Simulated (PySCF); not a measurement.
Another site gives an ion 67962.96 eV lower (`O[SiH2]Br`) at the level CAM-B3LYP-D3(BJ)/def2-TZVPD (PySCF).

```xyz
8

C      2.1411     0.1653     0.2268
C      0.9712    -0.0879     0.1348
Si    -0.8092    -0.4713    -0.0218
O     -1.7115     0.8975    -0.0479
H      3.1784     0.3883     0.3117
H     -1.2601    -1.2327     1.1520
H     -0.9809    -1.2606    -1.2580
H     -1.5100     1.5882    -0.6818
```

Charge 0, multiplicity 1.

Question: Give the Mulliken and meta-Löwdin atomic charges from CAM-B3LYP-D3(BJ)/def2-TZVPD (PySCF).

Answer: 
```csv
atom,Mulliken (e),meta-Löwdin (e)
C1,-0.14,-0.15
C2,-0.30,-0.32
Si3,0.34,0.94
O4,-0.45,-0.75
H5,0.41,0.17
H6,-0.09,-0.11
H7,-0.07,-0.13
H8,0.31,0.35
```
